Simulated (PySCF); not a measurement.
## How methods differ on the ionisation energy of Be²⁺

Be²⁺ 1s2 (1S) → Be³⁺ 1s1 (2S), as a difference of total energies. Calculation: PySCF 2.14, in jorge-DZP-DKH (4s2p1d, 15 functions); scalar relativity by spin-free X2C-1e. Correlated levels: valence: nothing frozen. The calculations carry no spin-orbit coupling.

```
           method  ionisation energy (eV)
              UHF                  152.86
             TPSS                  154.20
             MN15                  154.33
    MP2 (valence)                  153.20
SCS-MP2 (valence)                  153.27
   CCSD (valence)                  153.25
```

Errors of the correlated levels include the incompleteness of this basis.

With two correlated electrons CCSD is exact in that space.

**Question.** Which method comes closest to the reference value, and which is furthest?

**Answer.** The reference is 153.90 eV (theoretical estimate listed by NIST; NIST Atomic Spectra Database, ionization energies). Closest: TPSS (error 0.300 eV); furthest: UHF (error -1.040 eV).
